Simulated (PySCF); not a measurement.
## Ionisation energy of Zn¹⁸⁺ by level of theory

Zn¹⁸⁺ [Ne] 3s2 (1S) → Zn¹⁹⁺ [Ne] 3s1 (2S), as a difference of total energies. All numbers are calculated (PySCF 2.14, no relativity, point nucleus, in an uncontracted even-tempered set (16 s from 1.7 bohr⁻², ratio 2.5; 11 p from 2.2 bohr⁻², ratio 2.5; 5 d from 8.7 bohr⁻², ratio 2.7; 4 f from 13 bohr⁻², ratio 2.7)). Correlated levels: outer shells: 1s2 frozen; virtual orbitals above 40 to 60 times the deepest correlated orbital energy dropped. The calculations carry no spin-orbit coupling.

| method | ionisation energy (eV) |
| --- | --- |
| UHF | 686.10 |
| MP2 (outer shells) | 688.69 |
| SCS-MP2 (outer shells) | 688.98 |
| CCSD (outer shells) | 689.38 |
| CCSD(T) (outer shells) | 689.43 |

Task: How much does correlation contribute at CCSD(T) (outer shells)?

Result: 689.43 − (686.10) = 3.33 eV, measured against UHF.

These non-relativistic numbers lack the scalar-relativistic shift.

For comparison: 697.5 ± 0.7 eV (semi-empirical (NIST evaluation); NIST Atomic Spectra Database, ionization energies).
